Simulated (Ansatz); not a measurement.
Relaxation of CH5BFN (9 atoms, charge 0, multiplicity 1), to a largest force component of 0.015 eV/Å in at most 40 steps.

The calculation used RKS PBE0-D4/def2-SVP in Ansatz 0.2.0.

```xyz
9
Properties=species:S:1:pos:R:3
C -0.352 0.907 -0.511
B -0.059 -0.585 -0.280
N 0.283 -1.099 1.092
F -0.032 -1.492 -1.395
H 0.311 1.367 -1.281
H -0.325 1.544 0.421
H -1.407 1.040 -0.913
H 1.331 -1.449 1.035
H 0.341 -0.280 1.814
```

Q: Where does it end, and by what steps?

A: It converged. After 7 steps the energy has fallen by 1.098 eV; H8 moved furthest, 0.63 Å.

```csv
step,energy less start (eV),largest force component (eV/Å),accepted
0,0.0000,2.856,yes
1,-0.6374,2.236,yes
2,-0.8537,1.525,yes
3,-1.0459,0.347,yes
4,-1.0970,0.114,yes
5,-1.0979,0.028,yes
6,-1.0981,0.015,yes
7,-1.0981,0.002,yes
```

```xyz
9
Properties=species:S:1:pos:R:3
C -0.429 0.967 -0.538
B 0.099 -0.485 -0.252
N 0.546 -0.930 0.996
F 0.129 -1.372 -1.266
H 0.183 1.441 -1.324
H -0.428 1.626 0.342
H -1.456 0.923 -0.935
H 0.881 -1.873 1.144
H 0.564 -0.344 1.817
```

Whether the end is a true minimum wasn't checked by a vibrational analysis.

Time of the run: 29 s on 1 thread of Arm Neoverse V1, on a shared host, peak memory 0.15 GiB.
